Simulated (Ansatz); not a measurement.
# Worked example: a bond strength in CH3ClFIn (SMILES [CH3][In]([F])[Cl])

CH3ClFIn has 7 atoms, charge 0, and is taken as a singlet. SMILES: `[CH3][In]([F])[Cl]`. The shape was relaxed beforehand at B3LYP/def2-SVP.

| atom | x (Å) | y (Å) | z (Å) |
| --- | --- | --- | --- |
| C | -0.3978 | 0.9681 | 0.4346 |
| In | 0.4067 | -0.8541 | -0.3892 |
| F | 2.3431 | -1.1352 | -0.6051 |
| Cl | -0.7545 | -2.7633 | -1.1494 |
| H | -1.1252 | 1.3836 | -0.2758 |
| H | -0.8993 | 0.7285 | 1.3821 |
| H | 0.4269 | 1.6726 | 0.6026 |

Wanted: the dissociation energy of the In2–C1 bond into doublet InClF and doublet CH3 (shapes relaxed at B3LYP/def2-SVP, no zero-point term). 1 Eh = 2625.50 kJ/mol = 27.2114 eV. Totals in Eh; open shells run unrestricted unless said.

```
                          level  program     CH3ClFIn  doublet InClF  doublet CH3
   HF/def2-SVP (core potential)   Ansatz  -787.585426    -747.986358   -39.532745
SVWN5/def2-SVP (core potential)   Ansatz  -787.091837    -747.574164   -39.394243
  PBE/def2-SVP (core potential)   Ansatz  -789.566716    -749.726149   -39.740216
```

Task: Work out the dissociation energy at each level.

Result: 
1. HF/def2-SVP (core potential): (-747.986358) + (-39.532745) − (-787.585426) = 0.066323 Eh = 174.1 kJ/mol = 1.80 eV.
2. SVWN5/def2-SVP (core potential): (-747.574164) + (-39.394243) − (-787.091837) = 0.123430 Eh = 324.1 kJ/mol = 3.36 eV.
3. PBE/def2-SVP (core potential): (-749.726149) + (-39.740216) − (-789.566716) = 0.100351 Eh = 263.5 kJ/mol = 2.73 eV.

The levels span 174 to 324 kJ/mol; no measured value is set beside them. Hartree–Fock lacks the correlation of the bonding electrons, so it comes out low. A bond enthalpy at 298 K also holds the loss of zero-point energy and thermal terms.
